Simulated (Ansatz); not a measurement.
Relaxation of CH6B2SSi (11 atoms, charge 0, multiplicity 1), to a largest force component of 0.02 eV/Å in at most 50 steps.

Computed with UKS PBE0/6-31G* in Ansatz.

```xyz
11
Properties=species:S:1:pos:R:3
Si -1.087 0.564 -1.783
S 0.973 0.231 -1.704
B 0.868 -0.133 0.125
B 1.041 0.354 1.813
C 0.722 -1.107 1.311
H -1.478 1.743 -0.904
H -1.484 0.955 -3.170
H -1.831 -0.579 -1.383
H 0.804 0.608 -0.778
H -0.318 -1.459 1.492
H 1.562 -1.791 1.510
```

Q: Where does it end, and by what steps?

A: It converged. After 37 steps the energy has fallen by 10.683 eV; H9 moved furthest, 1.94 Å. The start is strongly strained (largest force component 23 eV/Å), so its close contacts needn't be bonds. Parted: S2–H9 (1.01 → 2.53 Å), B3–C5 (1.54 → 3.03 Å).

```
step  energy less start (eV)  largest force component (eV/Å)  accepted
   0                  0.0000                          22.997       yes
   2                 -5.2068                           2.370       yes
   4                 -5.8529                           1.903       yes
   6                 -6.9433                           3.142       yes
   8                 -8.2030                           1.535       yes
  10                 -8.6071                           1.168       yes
  12                 -8.9929                           2.709       yes
  14                 -9.1404                           1.196       yes
  16                 -9.3112                           0.489       yes
  18                 -9.5541                           1.644       yes
  20                -10.0160                           1.110       yes
  22                -10.3396                           1.735       yes
  24                -10.5199                           0.510       yes
  26                -10.5971                           0.814       yes
  28                -10.6375                           0.637       yes
  30                -10.6596                           0.235        no
  32                -10.6793                           0.068       yes
  34                -10.6797                           0.208        no
  36                -10.6831                           0.053       yes
  37                -10.6835                           0.009       yes
```

```xyz
11
Properties=species:S:1:pos:R:3
Si -1.340 0.598 -1.694
S 0.731 1.073 -2.073
B 1.557 0.384 -0.636
B 0.874 -0.473 0.570
C 0.353 -1.209 1.638
H -1.976 1.658 -0.869
H -2.037 0.504 -3.003
H -1.413 -0.703 -0.972
H 2.738 0.593 -0.610
H -0.698 -1.478 1.722
H 0.981 -1.560 2.456
```

Whether the end is a true minimum wasn't checked by a vibrational analysis.

The run took 3.7 min on 2 threads of Intel(R) Xeon(R) Platinum 8488C (Sapphire Rapids) (shared host), peak memory 0.34 GiB.
